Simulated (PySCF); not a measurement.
Computed IR spectrum (relative IR intensity) of a molecule C4H10O. Coordinates come from a TPSSh-D3(BJ)/def2-SVP optimisation. One conformer was computed; it need not be the lowest. The numbers are results of TPSSh-D3(BJ)/def2-SVP (PySCF), not measurements. No scaling factor is applied to the harmonic values.

Lines under 2 % of the strongest are left out, and lines within 2 cm⁻¹ are merged.

```
ν (cm⁻¹)  relative intensity
--------  ------------------
116                      3.5
180                      2.0
282                      100
435                       11
907                       10
1069                      29
1086                      53
1120                     7.5
1237                      41
1302                      17
1388                     3.3
1460                     8.5
1491                     5.7
1502                     3.1
1524                     3.2
2952                      59
2985                      59
3015                      28
3026                      19
3031                      42
3050                     6.1
3082                      38
3108                      48
3113                      31
3793                      20
```

Task: Which structure fits?
A. CCOCC
B. CCCOC
C. CC[C@H](C)O
D. CCCCO

Result: D, CCCCO
